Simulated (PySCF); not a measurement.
C₅H₈O, charge +1, doublet, at a GFN2-xTB geometry (a state made from the parent by changing its charge; the spin is typed, not shown lowest); REVPBE/6-31G* (PySCF).

The PySCF input:
```python
from pyscf import gto, scf, dft

mol = gto.M(
    atom='''
O     0.74828079    1.76165852   -0.87055022
C     0.35903795    0.82035674   -0.28073641
C     1.15403302   -0.42700155    0.10013699
C     0.14111989   -1.54273494    0.22540231
C    -1.23220723   -0.89919179    0.35850748
C    -1.03876203    0.59993036    0.29293917
H     1.97302335   -0.63175095   -0.59064343
H     1.59368435   -0.13424462    1.06248479
H     0.39423810   -2.19185854    1.07437979
H     0.16505890   -2.21222786   -0.63982249
H    -1.74254209   -1.17431508    1.29140036
H    -1.90037894   -1.25870733   -0.42949521
H    -1.81040530    1.13337413   -0.26385032
H    -0.95825419    1.06830919    1.28245125
''',
    basis='6-31g*',
    charge=1,
    spin=1,
    verbose=4,
)

mf = dft.UKS(mol)
mf.xc = 'revpbe'
mf.grids.atom_grid = (99, 590)
mf.grids.prune = None
mf.kernel()
```

What does PySCF print? Leave out banner, timings and long lists.


```
PySCF version 2.14.0

[INPUT] verbose = 4
[INPUT] num. atoms = 14
[INPUT] num. electrons = 45
[INPUT] charge = 1
[INPUT] spin (= nelec alpha-beta = 2S) = 1
[INPUT] symmetry False subgroup None
[INPUT] Mole.unit = angstrom
[INPUT] Symbol           X                Y                Z      unit          X                Y                Z       unit  Magmom
[INPUT]  1 O      0.748280790000   1.761658520000  -0.870550220000 AA    1.414045757373   3.329052127807  -1.645101493480 Bohr   0.0
[INPUT]  2 C      0.359037950000   0.820356740000  -0.280736410000 AA    0.678483393825   1.550249563041  -0.530514928094 Bohr   0.0
[INPUT]  3 C      1.154033020000  -0.427001550000   0.100136990000 AA    2.180806346505  -0.806915984265   0.189231486038 Bohr   0.0
[INPUT]  4 C      0.141119890000  -1.542734940000   0.225402310000 AA    0.266677942829  -2.915346519397   0.425948633744 Bohr   0.0
[INPUT]  5 C     -1.232207230000  -0.899191790000   0.358507480000 AA   -2.328534193409  -1.699226216557   0.677480950808 Bohr   0.0
[INPUT]  6 C     -1.038762030000   0.599930360000   0.292939170000 AA   -1.962975745297   1.133704074212   0.553574802457 Bohr   0.0
[INPUT]  7 H      1.973023350000  -0.631750950000  -0.590643430000 AA    3.728473768872  -1.193836274434  -1.116154319974 Bohr   0.0
[INPUT]  8 H      1.593684350000  -0.134244620000   1.062484790000 AA    3.011626950505  -0.253685565496   2.007805264616 Bohr   0.0
[INPUT]  9 H      0.394238100000  -2.191858540000   1.074379790000 AA    0.745002036869  -4.142012344389   2.030283556868 Bohr   0.0
[INPUT] 10 H      0.165058900000  -2.212227860000  -0.639822490000 AA    0.311916115422  -4.180504780533  -1.209089274437 Bohr   0.0
[INPUT] 11 H     -1.742542090000  -1.174315080000   1.291400360000 AA   -3.292927310627  -2.219133885147   2.440392997565 Bohr   0.0
[INPUT] 12 H     -1.900378940000  -1.258707330000  -0.429495210000 AA   -3.591195729491  -2.378612124683  -0.811628318713 Bohr   0.0
[INPUT] 13 H     -1.810405300000   1.133374130000  -0.263850320000 AA   -3.421170191461   2.141766702367  -0.498604842679 Bohr   0.0
[INPUT] 14 H     -0.958254190000   1.068309190000   1.282451250000 AA   -1.810837976817   2.018811785456   2.423481630606 Bohr   0.0

nuclear repulsion = 236.802549808441
number of shells = 52
number of NR pGTOs = 194
number of NR cGTOs = 100
basis = 6-31g*
ecp = {}

******** <class 'pyscf.dft.uks.UKS'> ********
method = UKS
initial guess = minao
damping factor = 0
level_shift factor = 0
DIIS = <class 'pyscf.scf.diis.CDIIS'>
diis_start_cycle = 1
diis_space = 8
diis_damp = 0
SCF conv_tol = 1e-09
SCF conv_tol_grad = None
SCF max_cycles = 50
direct_scf = True
direct_scf_tol = 1e-13
number electrons alpha = 23  beta = 22
XC library pyscf.dft.libxc version 7.1.2
    S. Lehtola, C. Steigemann, M. J. T. Oliveira, and M. A. L. Marques,  SoftwareX 7, 1–5 (2018)
XC functionals = revpbe
    Y. Zhang and W. Yang,  Phys. Rev. Lett. 80, 890 (1998)
    J. P. Perdew, K. Burke, and M. Ernzerhof,  Phys. Rev. Lett. 77, 3865 (1996)
    J. P. Perdew, K. Burke, and M. Ernzerhof,  Phys. Rev. Lett. 78, 1396 (1997)
radial grids:
    Treutler-Ahlrichs [JCP 102, 346 (1995); DOI:10.1063/1.469408] (M4) radial grids

becke partition: Becke, JCP 88, 2547 (1988); DOI:10.1063/1.454033
pruning grids: None
grids dens level: 3
symmetrized grids: False
atomic radii adjust function: <function treutler_atomic_radii_adjust>
User specified grid scheme (99, 590)
small_rho_cutoff = 0
Set gradient conv threshold to 3.16228e-05
tot grids = 817744
init E= -271.03429460582

cycle= 1 E= -270.061131444023  delta_E= 0.973  |g|= 0.471  |ddm|= 2.44
cycle= 2 E= -269.450775059596  delta_E= 0.61  |g|= 1.29  |ddm|= 1.18
cycle= 3 E= -270.046257337196  delta_E= -0.595  |g|= 0.417  |ddm|=  1.1
cycle= 4 E= -270.151321046201  delta_E= -0.105  |g|= 0.124  |ddm|= 0.675
cycle= 5 E= -270.159668984055  delta_E= -0.00835  |g|= 0.0464  |ddm|= 0.18
cycle= 6 E= -270.16050640774  delta_E= -0.000837  |g|= 0.0184  |ddm|= 0.0509
cycle= 7 E= -270.16070619934  delta_E= -0.0002  |g|= 0.00322  |ddm|= 0.0229
cycle= 8 E= -270.160711320058  delta_E= -5.12e-06  |g|= 0.00128  |ddm|= 0.00422
cycle= 9 E= -270.160712153251  delta_E= -8.33e-07  |g|= 0.000419  |ddm|= 0.00151
cycle= 10 E= -270.160712277241  delta_E= -1.24e-07  |g|= 9.59e-05  |ddm|= 0.000593
cycle= 11 E= -270.160712282066  delta_E= -4.83e-09  |g|= 9.15e-05  |ddm|= 0.000219
cycle= 12 E= -270.160712286648  delta_E= -4.58e-09  |g|= 2.36e-05  |ddm|= 0.000115
cycle= 13 E= -270.160712286934  delta_E= -2.86e-10  |g|= 1.37e-05  |ddm|= 4.05e-05
Extra cycle  E= -270.160712286734  delta_E= 2e-10  |g|= 2.39e-05  |ddm|= 4.38e-05
converged SCF energy = -270.160712286734  <S^2> = 0.75259643  2S+1 = 2.0025947
```
